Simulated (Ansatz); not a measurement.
C2H5ClOSi (`OC1(Cl)C[SiH2]1`), relaxed with RKS PBE-D4/def2-SVP in Ansatz 0.2.0 from a rough embedded geometry. The force threshold is 0.03 eV/Å; the program also tests the step.

Total charge 0; spin multiplicity 1.

Start:

```xyz
10

O     1.058   -0.507    1.420
C    -0.040   -0.002    0.705
Cl   -1.267    0.693    1.706
C     0.244    0.734   -0.517
Si   -0.661   -0.885   -0.818
H     1.321    0.002    2.146
H     1.307    0.670   -0.890
H    -0.283    1.597   -0.815
H     0.253   -1.802   -1.522
H    -1.932   -0.500   -1.415
```

```tsv
step	energy (eV)	largest force (eV/Å)	largest move (Å)
1	-24577.1219	3.294	0.000
2	-24577.6055	0.976	0.195
3	-24577.7177	1.255	0.180
4	-24577.7897	0.442	0.200
5 (rejected)	-24577.7794	0.358	0.123
6	-24577.8132	0.074	0.060
7	-24577.8151	0.071	0.021
8 (rejected)	-24577.8147	0.132	0.031
9	-24577.8155	0.022	0.015
```

End:

```xyz
10

O     0.908   -0.630    1.460
C    -0.079   -0.049    0.704
Cl   -1.399    0.758    1.689
C     0.324    0.783   -0.524
Si   -0.606   -0.818   -0.936
H     1.455    0.094    1.836
H     1.410    0.794   -0.729
H    -0.166    1.761   -0.660
H     0.190   -1.955   -1.491
H    -2.037   -0.738   -1.348
```

Hardware: 4 threads of an Arm Neoverse V1 on a shared host. Wall time 12 s, peak host memory 0.16 GiB.
